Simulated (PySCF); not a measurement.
CH₈O₃Si₂. Atoms are numbered in the order given.

```xyz
14

O     -0.3582     1.6106     0.9949
C     -0.5714     0.6061    -0.0062
Si    -2.1282    -0.3506     0.4926
Si     0.9637    -0.4511    -0.1813
O      2.1659     0.6947     0.0278
O      0.9351    -1.1213    -1.6995
H      0.5542     1.9215     0.8808
H     -0.7695     1.0475    -1.0114
H     -1.9148    -1.0240     1.8083
H     -2.4186    -1.3894    -0.5439
H     -3.2913     0.5771     0.6056
H      1.1463    -1.5230     0.8451
H      3.0202     0.4134     0.3729
H      1.4637    -1.9098    -1.8632
```
Charge 0, spin multiplicity 1.

Geometry: r2SCAN-D4/def2-SVP. The structure was generated by enumeration; whether it is a known compound was not checked. Other conformers were not sampled.

The numbers are results of PBE0/pcSseg-1 run with PySCF, not measurements.

GIAO shieldings, no solvent; atoms listed in one row are averaged. δ = σ(ref) − σ: ¹⁷O against H2O (σ = 334.2 ppm); ¹³C against TMS (σ = 186.3 ppm); ²⁹Si against TMS (σ = 352.7 ppm); ¹H against TMS (σ = 31.56 ppm), references at their B3LYP-D3(BJ)/def2-TZVP geometries, non-relativistic.

```
nucleus         atoms  count  δ (ppm)
-------  ------------  -----  -------
¹⁷O                O6      1     67.1
¹⁷O                O5      1     60.3
¹⁷O                O1      1     -0.3
¹³C                C2      1     49.7
²⁹Si              Si4      1    -15.0
²⁹Si              Si3      1    -67.1
¹H                H12      1     5.30
¹H       H9, H10, H11      3     4.29
¹H                 H8      1     3.76
¹H           H13, H14      2     2.45
¹H                 H7      1     1.97
```
